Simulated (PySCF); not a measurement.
SiHFCl2, SMILES F[SiH](Cl)Cl. Heavy atoms are numbered as in [SiH:1]([F:2])([Cl:3])[Cl:4]. Hydrogens are named by the atom that carries them.

Geometry optimised at ωB97X-D3(BJ)/def2-SVP.

All values below come from PBE0/pcSseg-2 (PySCF).

GIAO shieldings, no solvent; atoms alike by connectivity are averaged. δ = σ(ref) − σ: ²⁹Si against TMS (σ = 341.9 ppm); ¹⁹F against CFCl3 (σ = 165.8 ppm); ³⁵Cl against HCl (σ = 943.3 ppm); ¹H against TMS (σ = 31.54 ppm), references at their B3LYP-D3(BJ)/def2-TZVP geometries, non-relativistic (without spin–orbit terms, shifts of atoms bonded to Cl or Br come out too high).

Computed chemical shifts:
```csv
nucleus,atoms,count,δ (ppm)
²⁹Si,Si1 (SiH),1,-8.9
¹⁹F,F2,1,-125.6
³⁵Cl,Cl3,2,115.7
¹H,H on Si1,1,6.12
```
